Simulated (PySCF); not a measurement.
SMILES [GeH4] (H₄Ge) (PBE0/def2-SVP optimised geometry):

```
5

Ge    -0.512    -0.362     0.000
H      1.025    -0.362     0.000
H     -1.025    -1.087    -1.255
H     -1.025    -1.087     1.255
H     -1.025     1.087     0.000
```

Calculation: PBE0/def2-TZVP run with PySCF 2.14.0.

Task: What are the frontier orbital energies and the dipole moment?

Result: HOMO-2 -9.65 eV, HOMO-1 -9.65 eV, HOMO -9.65 eV, LUMO 1.06 eV, LUMO+1 1.42 eV; dipole moment 0.00 D.

On the same geometry PBE/def2-TZVP (PySCF) gives HOMO-2 -8.34 eV, HOMO-1 -8.34 eV, HOMO -8.34 eV, LUMO 0.16 eV, LUMO+1 0.59 eV; dipole moment 0.00 D.

Meta-Löwdin charges at PBE0/def2-TZVP: Ge1 0.19, H2 -0.05, H3 -0.05, H4 -0.05, H5 -0.05.
